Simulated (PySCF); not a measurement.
Functional dependence of a UV spectrum

Species: C4H7NSi.
InChI=1S/C4H7NSi/c1-3-4-5-6-2/h1,4H,6H2,2H3/b5-4-

Linear-response calculations in the def2-SVPD basis (PySCF; singlets by full response, triplets Tamm–Dancoff, core orbitals frozen in the response; HF means time-dependent Hartree–Fock). 'Strongest' is the level of largest summed f among the singlets computed (10 roots, of which the last may lack a degenerate partner); it can jump between rows when another state enters that window. S1 is the lowest singlet of each run and needn't be the same state throughout; f(S1) is that of one state. The structure is a single PBE0-D3(BJ)/def2-SVP conformer in the gas phase; no vibrational or solvent corrections.

```tsv
functional	kind	S1 (eV)	f(S1)	strongest (eV)	T1 (eV)	HOMO (eV)	gap (eV)	ionisation energy, ΔSCF (eV)
LDA	LDA	3.20	0.001	4.92	2.75	-5.95	2.95	9.12
PBE	GGA	3.31	0.001	5.00	2.78	-5.86	3.09	8.97
B3LYP	global hybrid, 20% exact exchange	3.58	0.001	5.38	3.03	-7.06	5.05	9.16
PBE0	global hybrid, 25% exact exchange	3.62	0.001	5.49	3.02	-7.30	5.49	9.11
BHandHLYP	global hybrid, 50% exact exchange	3.89	0.001	7.30	3.29	-8.69	7.99	9.07
CAM-B3LYP	range-separated hybrid	3.74	0.001	5.62	3.15	-8.71	8.04	9.25
wB97X-D	range-separated hybrid	3.75	0.001	8.03	3.20	-9.21	9.18	9.22
LC-wPBE	range-separated hybrid	3.82	0.001	7.63	3.17	-10.06	10.51	9.32
HF	Hartree–Fock	4.33	0.001	7.73	3.32	-10.59	12.59	not settled
```

S1 runs from 3.20 eV (LDA) to 4.33 eV (HF), a spread of 1.12 eV, while the orbital gap spreads over 9.6 eV. Along PBE (0%), B3LYP (20%), PBE0 (25%), BHandHLYP (50%), HF (100%) S1 rises with the share of exact exchange. −ε(HOMO) comes closest to its own ΔSCF ionisation energy with wB97X-D (-0.01 eV) and misses most with LDA (-3.17 eV). 'Not settled' means that the ion's SCF failed to converge or may have ended in another state than the lowest.
